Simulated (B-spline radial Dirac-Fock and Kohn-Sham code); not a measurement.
# Dispersion corrections for Cr to Pd

Method: the dispersion relation over Dirac-Hartree-Slater subshell photoionisation cross sections, with the Kissel-Pratt high-energy constant (isolated atom, no bound-bound lines or fine structure). Computed with a radial B-spline solver. Values in electrons; * marks an element with an edge within 2 % of one of the energies, where the values are sensitive to the edge position.

```
 Z  element  f′ at 1000 eV  f″ at 1000 eV  f′ at 2984.4 eV  f″ at 2984.4 eV  f′ at 17479.3 eV  f″ at 17479.3 eV
24       Cr         -1.762          9.045           -0.558            1.610             0.327             0.633
25       Mn         -2.766         10.249           -0.442            1.889             0.342             0.739
26       Fe         -4.091         11.701           -0.321            2.205             0.351             0.856
27       Co         -6.116         13.265           -0.214            2.557             0.353             0.984
28      Ni*         -9.862         13.154           -0.124            2.944             0.346             1.125
29       Cu        -13.478         15.697           -0.007            3.402             0.329             1.279
30       Zn        -17.513          2.402            0.043            3.889             0.295             1.445
31       Ga        -12.273          2.791            0.052            4.408             0.242             1.624
32       Ge        -10.389          3.245            0.036            4.989             0.166             1.817
33       As         -9.279          3.761           -0.023            5.618             0.062             2.024
34       Se         -8.535          4.327           -0.138            6.300            -0.080             2.246
35       Br         -8.069          4.930           -0.330            7.041            -0.273             2.480
36       Kr         -7.534          5.750           -0.562            7.900            -0.538             2.733
37       Rb         -7.297          6.442           -0.960            8.700            -0.921             2.995
38       Sr         -7.064          7.213           -1.505            9.585            -1.523             3.270
40       Zr         -6.845          8.956           -3.141           11.555            -2.959             0.571
41       Nb         -6.768         10.018           -4.438           12.684            -2.061             0.633
42       Mo         -6.791         11.124           -6.419           13.779            -1.671             0.701
43      Tc*         -6.974         12.077           -9.188           12.961            -1.426             0.774
44      Ru*         -7.122         13.507          -14.229           14.079            -1.245             0.852
45      Rh*         -7.428         14.804          -16.445            3.242            -1.102             0.935
46       Pd         -7.782         16.382          -10.708            3.581            -0.982             1.025
```
